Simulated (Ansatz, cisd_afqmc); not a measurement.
Species: HSe, charge -1, singlet. HSe- (SMILES [SeH-]).
B3LYP-D3(BJ)/def2-TZVP minimum from Ansatz (a quantum-chemistry and plane-wave program):
```xyz
2

Se     0.0000     0.0000    -0.0422
H      0.0000     0.0000     1.4361
```
Charge -1, spin multiplicity 1.

Total energies in aug-cc-pVDZ, 8 correlated electrons, 14 frozen orbitals. UHF or UKS for unpaired electrons; spin-orbit terms are left out. Correlated methods leave the cores frozen (noble-gas shells, and filled d and f shells in the p block). No relativity. AFQMC is phaseless with a CISD trial state; ± is one standard error, without the phaseless bias. Outlying blocks are dropped, and bars are widened where a walk drifts. Over all cases where full CI ran beside it in this data, AFQMC minus full CI had a median of +0.1 mEh and passed +0.4 mEh in a tenth of the cases.

```json
[
 {"method": "HF", "program": "Ansatz", "energy (Eh)": "-2400.42705", "minus CCSDTQ (mEh)": "160.25"},
 {"method": "MP2", "program": "Ansatz", "energy (Eh)": "-2400.56488", "minus CCSDTQ (mEh)": "22.42"},
 {"method": "CCSD", "program": "Ansatz", "energy (Eh)": "-2400.58154", "minus CCSDTQ (mEh)": "5.76"},
 {"method": "CCSD(T)", "program": "Ansatz", "energy (Eh)": "-2400.58644", "minus CCSDTQ (mEh)": "0.86"},
 {"method": "CCSDT(Q)", "program": "Ansatz", "energy (Eh)": "-2400.58729", "minus CCSDTQ (mEh)": "0.01"},
 {"method": "CCSDTQ", "program": "Ansatz", "energy (Eh)": "-2400.58730", "minus CCSDTQ (mEh)": "0.00"},
 {"method": "AFQMC/CISD", "program": "cisd_afqmc", "energy (Eh)": "-2400.5868 ± 0.0002", "minus CCSDTQ (mEh)": "0.5 ± 0.2"}
]
```

Rough core times of Ansatz's runs on a shared machine: CCSD(T) under 20 s, CCSDT(Q) under 20 s, CCSDTQ 30 s.
